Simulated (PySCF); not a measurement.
Species: C₉H₁₅N.
Geometry (GFN2-xTB, Å), atoms numbered from 1 in this order:
```
atom  x, y, z in Å
C1     3.3987    1.4727   -0.9022
C2     2.3528    0.6256   -0.3703
C3     1.5087   -0.1068    0.0691
C4     0.4354   -0.8944    0.6178
N5    -0.7422   -0.1807    1.0410
C6    -1.3381    0.7129    0.0529
C7    -1.9755   -0.1054   -1.0681
C8    -2.3914    1.5655    0.7541
C9     0.2385   -2.2938    0.0856
C10    0.8098   -2.0929    1.4538
H11    3.9122    0.9653   -1.7188
H12    4.1237    1.7109   -0.1236
H13    2.9696    2.4011   -1.2792
H14   -0.5311    0.3462    1.8843
H15   -0.5768    1.3811   -0.3932
H16   -1.2199   -0.6713   -1.6055
H17   -2.7042   -0.7959   -0.6511
H18   -2.4771    0.5558   -1.7705
H19   -1.9336    2.2038    1.5075
H20   -3.1197    0.9212    1.2400
H21   -2.9050    2.1979    0.0350
H22   -0.7758   -2.6526    0.0162
H23    0.8946   -2.6361   -0.7009
H24    0.1770   -2.3108    2.3003
H25    1.8586   -2.2952    1.6114
```

Computed with PBE0/pcSseg-1 in PySCF (dipole) on a GFN2-xTB geometry, gas phase.

Masses are those of the commonest isotopes; rigid-rotor values at the optimised geometry. The values belong to one conformer with, in the numbering `[CH3:1][C:2]#[C:3][C:4]1([NH:5][CH:6]([CH3:7])[CH3:8])[CH2:9][CH2:10]1`, C3–C4–N5–C6 53°, C4–N5–C6–C7 70°.

Problem. What are A, B and C (cm⁻¹)?

Solution. Ia = 333.13, Ib = 549.15, Ic = 732.21 u·Å²; 505379 MHz·u·Å²/I gives 1517, 920.3 and 690.2 MHz, that is A = 0.05060, B = 0.03070, C = 0.02302 cm⁻¹.

Problem. What kind of rotor is it?

Solution. An asymmetric top; Ray's κ = -0.443.

Problem. Is it planar, by Δ = Ic − Ia − Ib?

Solution. Not planar: Δ = Ic − Ia − Ib = -150.07 u·Å². For a rigid frame Δ = −2 Σ m c², so Σ m c² = 75.04 u·Å² lies off the ab plane: 24.13 from hydrogen and 50.91 from heavier atoms. The atom farthest from that plane is 2.02 Å away.

Problem. Give the other two planar moments, Paa and Pbb, and the rms extents of the mass along the axes.

Solution. Paa = Σ m a² = (Ib + Ic − Ia)/2 = 474.11 and Pbb = Σ m b² = (Ia + Ic − Ib)/2 = 258.09 u·Å². With the mass M = 137.12 u, the rms extents √(P/M) along a, b and c are 1.86, 1.37, 0.74 Å.

Problem. Where do the levels up to J = 4 lie, in cm⁻¹?

Solution. Above 0(0,0):
J = 1: 1(0,1) 0.0537, 1(1,1) 0.0736, 1(1,0) 0.0813
J = 2: 2(0,2) 0.1593, 2(1,2) 0.1734, 2(1,1) 0.1964, 2(2,1) 0.2561, 2(2,0) 0.2580
J = 3: 3(0,3) 0.3138, 3(1,3) 0.3220, 3(1,2) 0.3678, 3(2,2) 0.4173, 3(2,1) 0.4258, 3(3,1) 0.5370, 3(3,0) 0.5373
J = 4: 4(0,4) 0.5145, 4(1,4) 0.5186, 4(1,3) 0.5934, 4(2,3) 0.6307, 4(2,2) 0.6534, 4(3,2) 0.7549, 4(3,1) 0.7568, 4(4,1) 0.9185, 4(4,0) 0.9186

Problem. Which lines would a microwave search look for?

Solution. The dipole components are |μa| = 0.81 D, |μb| = 0.83 D, |μc| = 0.21 D. Intensities carry the squares of the components, which stand as 0.94 : 1.00 : 0.06 (a : b : c). Some lines, for components of 0.1 D or more:

| type | branch | J(Ka,Kc) | MHz | lower level (cm⁻¹) |
| --- | --- | --- | --- | --- |
| c | Q | 2(1,2) ← 2(0,2) | 421 | 0.159 |
| b | Q | 2(1,1) ← 2(0,2) | 1112 | 0.159 |
| a | Q | 5(2,3) ← 5(2,4) | 1349 | 0.895 |
| a | Q | 3(1,2) ← 3(1,3) | 1372 | 0.322 |
| a | R | 2(0,2) ← 1(0,1) | 3166 | 0.054 |
| b | R | 5(3,2) ← 4(4,1) | 3476 | 0.919 |
| b | R | 2(1,2) ← 1(0,1) | 3588 | 0.054 |
| c | R | 2(1,1) ← 1(0,1) | 4278 | 0.054 |
| a | R | 3(2,2) ← 2(2,1) | 4832 | 0.256 |
| b | R | 3(1,3) ← 2(0,2) | 4877 | 0.159 |
| b | R | 5(2,3) ← 4(3,2) | 5558 | 0.755 |
| c | Q | 5(5,1) ← 5(4,1) | 6285 | 1.191 |
| a | R | 4(2,3) ← 3(2,2) | 6399 | 0.417 |
| a | R | 4(2,2) ← 3(2,1) | 6823 | 0.426 |
| b | R | 5(0,5) ← 4(1,4) | 7253 | 0.519 |
| a | R | 5(1,5) ← 4(1,4) | 7307 | 0.519 |
| b | R | 3(2,1) ← 2(1,2) | 7568 | 0.173 |
| a | R | 5(3,3) ← 4(3,2) | 8170 | 0.755 |
| b | R | 3(3,1) ← 2(2,0) | 8367 | 0.258 |
| c | R | 4(1,3) ← 3(0,3) | 8383 | 0.314 |
| c | R | 4(2,3) ← 3(1,3) | 9255 | 0.322 |
| c | R | 5(2,3) ← 4(1,3) | 10399 | 0.593 |
| c | R | 5(1,4) ← 4(0,4) | 10669 | 0.514 |
| c | R | 5(4,1) ← 4(3,1) | 13032 | 0.757 |
| b | R | 5(5,1) ← 4(4,0) | 14467 | 0.919 |

Problem. Estimate the classical rotational partition function at 25 K, 50 K and 500 K.

Solution. Point group C1, symmetry number σ = 1; q = (√π/σ)·√((kT/h)³/(ABC)), k/h = 20836.6 MHz/K: 21500 at 25 K, 60700 at 50 K, 1920000 at 500 K.

Stationary, but not proved a minimum. Constants of a rigid frame at the computed geometry: no zero-point averaging, no centrifugal distortion. A rigid rotor knows nothing of inversion at nitrogen or internal rotation, which can split or shift real lines. Quadrupole hyperfine structure (14N) is left out.

Time: 56 s of wall time. Hardware: Arm Neoverse V2, one thread, no GPU (shared host). This is the PBE0/pcSseg-1 job that gave the dipole, with the shieldings it also computed.
